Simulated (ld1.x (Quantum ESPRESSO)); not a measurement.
**Transferability test, TM potential for palladium (Pd)**

ld1.x (Quantum ESPRESSO) 7.5 input, shortened:

```
&input
   title='Pd', zed=46., rel=2, dft='PBE', iswitch=3,
   config='[Kr] 4d10 5s0 5p0', rel_dist='average'
 /
 &inputp
   pseudotype=2, tm=.true., lloc=1,
   nlcc=.false.
 /
3
5S  1  0   0.00   0.00  1.95  1.95  0.0
4D  3  2  10.00   0.00  1.45  1.45  0.0
5P  2  1   0.00   0.00  2.70  2.70  0.0
 &test
   configts(1)='4d10 5s0 5p0'
 /
```

Open shells are filled in proportion to 2j + 1 (rel_dist='average').

Energies are relative to the spin-unpolarised reference configuration 4d10 5s0 5p0; without spin polarisation the order of configurations can differ from experiment. The p channel is local and has no spin–orbit splitting in the pseudo-atom.

```
valence configuration  charge  ΔE all-electron (eV)  error AE − PS (meV)
          4d9 5s0 5p0      +1                 9.119                  -92
          4d8 5s0 5p0      +2                29.938                 -527
          4d7 5s0 5p0      +3                64.296                -1454
          4d8 5s1 5p0      +1                13.644                 -397
          4d6 5s0 5p0      +4               113.635                -2889
```

**Question.** What are ΔE and the potential's error for 4d9 5s1 5p0?

**Answer.** ΔE = 1.503 eV all-electron; the error (AE − PS) is -96 meV.

**Question.** What are ΔE and the potential's error for 4d9 5s0 5p1?

**Answer.** ΔE = 5.238 eV all-electron; the error (AE − PS) is -115 meV.

Levels in the configuration 4d7 5s0 5p0:

| level | all-electron (eV) | pseudo (eV) |
| --- | --- | --- |
| 4d j=3/2 | -41.975 | -43.184 |
| 4d j=5/2 | -41.400 | -42.577 |
